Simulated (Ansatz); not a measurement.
A run for Ansatz (a program for electronic structure): R-wB97M-V/def2-TZVPP on H3NSSn (SMILES [NH2][Sn][SH]), a point of a torsion scan. Elements past Kr take the def2 small-core potentials; no spin–orbit coupling.

Ansatz 0.2 input:
```yaml
crystal:
  periodic: [false, false, false]
  atoms:
    - {symbol: N, position_ang: [-1.30445368, 0.15925066, 0.33499274]}
    - {symbol: Sn, position_ang: [-1.01805331, -1.74542757, 1.09435799]}
    - {symbol: S, position_ang: [-0.18374433, -0.96811099, 3.26422835]}
    - {symbol: H, position_ang: [-0.57121095, 0.84802215, 0.23275058]}
    - {symbol: H, position_ang: [-1.87613226, 0.24765336, -0.49902425]}
    - {symbol: H, position_ang: [0.04351673, -2.16167478, 3.80143556]}
basis:
  gaussian:
    orbitals: def2-TZVPP
hamiltonian:
  xc: {name: wB97M-V}
scf: {lower_state_search: off}
```

Task: What total energy does the run end on?

Result: -669.0427 hartree.

Task: How many basis functions does it have, and what does it roughly cost on one machine?

Result: 165 functions; very roughly 9 core-seconds.
